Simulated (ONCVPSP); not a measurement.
## Reading a pseudo-wave (B (Z = 5))

Columns: radius, all-electron u(r) and pseudo u(r) of the 2s shell (level -9.44 eV) of boron in the configuration [He] 2s2 2p1; PBE, scalar-relativistic, ONCV scheme, ONCVPSP 4.0.1.

```tsv
r (bohr)	all-electron	pseudo
0.138	-0.2999	0.0709
0.275	-0.2443	0.1417
0.413	-0.0687	0.2178
0.550	0.1272	0.3008
0.688	0.3062	0.3879
0.825	0.4521	0.4715
0.963	0.5659	0.5516
1.100	0.6469	0.6262
1.238	0.6997	0.6880
1.375	0.7279	0.7251
1.513	0.7367	0.7365
1.650	0.7301	0.7301
1.788	0.7120	0.7120
1.925	0.6857	0.6857
2.062	0.6536	0.6536
2.200	0.6176	0.6176
2.338	0.5795	0.5795
2.475	0.5409	0.5409
2.613	0.5021	0.5021
2.750	0.4644	0.4644
2.888	0.4278	0.4278
3.025	0.3932	0.3932
3.162	0.3604	0.3604
3.300	0.3294	0.3294
3.438	0.3005	0.3005
3.575	0.2739	0.2739
```

How many radial nodes do the two functions have?

The all-electron 2s function has n − l − 1 = 1; the pseudo-wave has 0, since the states of the same l below it are removed with the core.

At about which radius was the pseudo-wave matched?

1.60 bohr, where the columns begin to agree (steps of 0.14 bohr).

Is the pseudo-wave norm-conserving?

Yes: the ONCV scheme keeps the norm inside the radius equal to the all-electron one, which fixes the energy derivative of the logarithmic derivative at the level.
